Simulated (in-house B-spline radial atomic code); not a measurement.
A fraction x of an electron is removed from 3d in Ge⁴⁺, starting from [Ar] 3d10 and keeping the highest spin. Computed with a radial B-spline atomic code at the basis-set limit: scalar-relativistic (X2C) r2SCAN0, spin-polarised, spherical fractional occupations, Fermi nucleus of rms radius 4.0742 fm.

Caution: exact exchange at fractional occupations of open shells leaves self-interaction of up to several eV.

```csv
x,E(x) - E(0) (eV),3d down level (eV)
0,0.0000,-82.373
0.02,1.6521,-82.834
0.22,18.6834,-87.492
0.36,31.1633,-90.799
0.46,40.3623,-93.184
0.5,44.1088,-94.143
0.51,45.0515,-94.383
0.7,63.4201,-98.983
0.87,80.6010,-103.154
0.96,89.9851,-105.383
1,94.2203,-106.379
```

The exact functional would give a straight line between the two integer points. Deviations E(x) - E(0) - x[E(1) - E(0)], in eV: -0.232 at x = 0.02, -2.045 at x = 0.22, -2.756 at x = 0.36, -2.979 at x = 0.46, -3.001 at x = 0.5, -3.001 at x = 0.51, -2.534 at x = 0.7, -1.371 at x = 0.87, -0.466 at x = 0.96.

The curve lies below the straight line by up to 3.001 eV (at x = 0.5): convex, the delocalisation error, to which spherically averaged exact exchange adds.

(1) How well does Slater's transition state (minus the level at half occupation) give the ionisation energy?

Answers

(1) It gives 94.143 eV against 94.220 eV from the two total energies; NIST lists 90.50 eV, ground level to ground level. The end point has an open shell averaged over its orbitals, so its exact exchange keeps a self-interaction and this is no true integer point.
